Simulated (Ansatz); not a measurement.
C4H10O3 (`OCCOCCO`), 17 atoms. Charge 0, multiplicity 1. Hardware: A = 2 threads of an AMD EPYC 7R13 on a shared host and a share of an NVIDIA H100 80 GB; B = 2 threads of an AMD EPYC 7R13 on a shared host. Correlated methods freeze the cores. Open-shell runs search over several starts.

Task: How many basis functions does each run have, and how long does it take in Ansatz? RKS ωB97M-V/def2-SVP energy [B]; UKS ωB97X-V/def2-TZVPP energy of the cation [A]; RKS PBE0-D4/def2-TZVP relaxation (8 steps) [A]; RHF-CCSD(T)/def2-SVP energy [A]; RHF-MP2/def2-QZVPP energy [A]; RKS SPW92 (LDA)/def2-TZVPP energy [A]; RHF-CCSD(T)/def2-TZVPP energy [A]; RKS r2SCAN0-D4/def2-TZVPP energy [A]; UKS ωB97M-V/def2-TZVPP energy of the cation [A]; RKS ωB97M-V/def2-QZVPP energy [A]; UKS B2PLYP (frozen core)/def2-TZVPP energy of the cation [A]; RKS r2SCAN-D4/def2-TZVPP energy and forces [A]. (Best estimate.)

Result: Ansatz gave: Other jobs shared the machine, so times are rough.

```json
{"level": "RKS r2SCAN-D4/def2-TZVPP", "job": "energy and forces [A]", "functions": "357", "wall time": "4.2 s", "peak host memory (GiB)": "0.89"}
{"level": "RHF-CCSD(T)/def2-SVP", "job": "energy [A]", "functions": "148", "wall time": "5.5 s", "peak host memory (GiB)": "0.78"}
{"level": "RKS SPW92 (LDA)/def2-TZVPP", "job": "energy [A]", "functions": "357", "wall time": "6.5 s", "peak host memory (GiB)": "0.86"}
{"level": "RKS r2SCAN0-D4/def2-TZVPP", "job": "energy [A]", "functions": "357", "wall time": "7 s", "peak host memory (GiB)": "0.88"}
{"level": "RHF-MP2/def2-QZVPP", "job": "energy [A]", "functions": "699", "wall time": "8 s", "peak host memory (GiB)": "1.3"}
{"level": "RKS ωB97M-V/def2-SVP", "job": "energy [B]", "functions": "148", "wall time": "9 s", "peak host memory (GiB)": "0.55"}
{"level": "RKS ωB97M-V/def2-QZVPP", "job": "energy [A]", "functions": "699", "wall time": "12 s", "peak host memory (GiB)": "1.3"}
{"level": "UKS B2PLYP (frozen core)/def2-TZVPP", "job": "energy of the cation [A]", "functions": "357", "wall time": "16 s", "peak host memory (GiB)": "1.7"}
{"level": "RHF-CCSD(T)/def2-TZVPP", "job": "energy [A]", "functions": "357", "wall time": "18 s", "peak host memory (GiB)": "0.85"}
{"level": "UKS ωB97M-V/def2-TZVPP", "job": "energy of the cation [A]", "functions": "357", "wall time": "28 s", "peak host memory (GiB)": "1.2"}
{"level": "UKS ωB97X-V/def2-TZVPP", "job": "energy of the cation [A]", "functions": "357", "wall time": "33 s", "peak host memory (GiB)": "1.1"}
{"level": "RKS PBE0-D4/def2-TZVP", "job": "relaxation (8 steps) [A]", "functions": "277", "wall time": "34 s", "peak host memory (GiB)": "0.89"}
```
